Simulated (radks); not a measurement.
These are the eigenvalues of the occupied orbitals of an atom or ion with whole-number occupations (eV). All-electron calculation, Dirac Kohn-Sham, PBE, spin-unpolarised, spherical densities, point nucleus. Program: a radial shooting solver on a logarithmic mesh with Libxc functionals.

1s1/2: -51860.37
2s1/2: -8639.873
2p1/2: -8212.107
2p3/2: -7465.692
3s1/2: -1963.241
3p1/2: -1777.464
3p3/2: -1623.443
3d3/2: -1303.670
3d5/2: -1270.098
4s1/2: -434.7613
4p1/2: -361.8025
4p3/2: -326.9788
4d3/2: -206.6580
4d5/2: -200.2744
5s1/2: -90.8053
5p1/2: -69.0935
5p3/2: -63.4062
4f5/2: -56.4257
6s1/2: -27.4480

Which element is it, and in what charge state? The configuration may be excited. Open shells, if any, fill j = l - 1/2 first.

Answer. Z = 65, terbium, charge +3: Tb3+ in [Xe] 4f6 6s2. The list shows which subshells hold electrons but not how many an open one holds; the 1s level, -1905.8 hartree, gives Z - s = 61.7 by -(Z - s)^2/2, which with screening and relativity narrows Z to a few neighbours, and the depths of the outer levels then fix element, charge and occupations together.
